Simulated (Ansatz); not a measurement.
Molecule: SrF2, charge -1, multiplicity 2. 
Coordinates optimised at B3LYP-D3(BJ)/def2-TZVP (Ansatz, an electronic-structure program):
```xyz
3

Sr     0.2950    -0.1125    -0.1847
F     -0.8656     1.6329    -0.8477
F     -0.3800    -1.1580     1.6275
```
Charge -1, spin multiplicity 2.

Basis-set convergence of Hartree-Fock and CCSD(T) correlation energies (hartree) with Ansatz. Correlated levels leave the core frozen unless marked. UHF or UKS for open shells. Spin-orbit coupling is left out. Frozen are the shells of the preceding noble gas and the d and f shells that filled before the atom's block. The outer core of K, Ca and their heavier congeners is not correlated, a term that matters for these elements. In def2 rows, elements after Kr have scalar-relativistic effective core potentials. This anion needs diffuse functions, which these sets lack.

```csv
basis,functions,E(HF),"E(corr, CCSD(T))"
def2-SVP,51,-229.21526,-0.41582
def2-TZVPP,102,-229.48246,-0.56160
def2-QZVPP,177,___,___
```

Question: Complete the blanks.

Answer: 
- def2-QZVPP, E(HF): -229.49847
- def2-QZVPP, E(corr, CCSD(T)): -0.61836
